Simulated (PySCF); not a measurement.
Ligands exchanged one at a time, B OH-SiH3. All species are isolated molecules in the gas phase. One relaxed conformer stands for each flexible species; it need not be the lowest. Strings in code marks are SMILES.

The S1 excitation (TDA) from two functionals at the same geometries (B3LYP-D3(BJ)/def2-TZVP), both in PySCF: PBE-D3(BJ)/def2-TZVP and B3LYP-D3(BJ)/def2-TZVP. B3LYP has the VWN-RPA correlation part, as in Gaussian. Excitations are Tamm–Dancoff values on a coarser integration grid. The basis has no diffuse functions, so Rydberg states are missing or too high.

```tsv
species	PBE-D3(BJ)/def2-TZVP (eV)
0 of 3 OH replaced by SiH3 (`OB(O)O`)	6.75
2 of 3 OH replaced by SiH3 (`OB([SiH3])[SiH3]` (H–O–B–Si torsion 0°))	3.89
3 of 3 OH replaced by SiH3 (`[SiH3]B([SiH3])[SiH3]`)	3.05
```

Problem. What does B3LYP-D3(BJ)/def2-TZVP give for each?

Solution. 
- 0 of 3 OH replaced by SiH3 (`OB(O)O`): 7.53
- 2 of 3 OH replaced by SiH3 (`OB([SiH3])[SiH3]` (H–O–B–Si torsion 0°)): 4.09
- 3 of 3 OH replaced by SiH3 (`[SiH3]B([SiH3])[SiH3]`): 3.27
Over these rows, drawn at random from the members with no instability flagged (it was tested for open shells, ions and some series alone), PBE minus B3LYP-D3(BJ): mean -0.40 eV, from -0.78 eV to -0.20 eV.
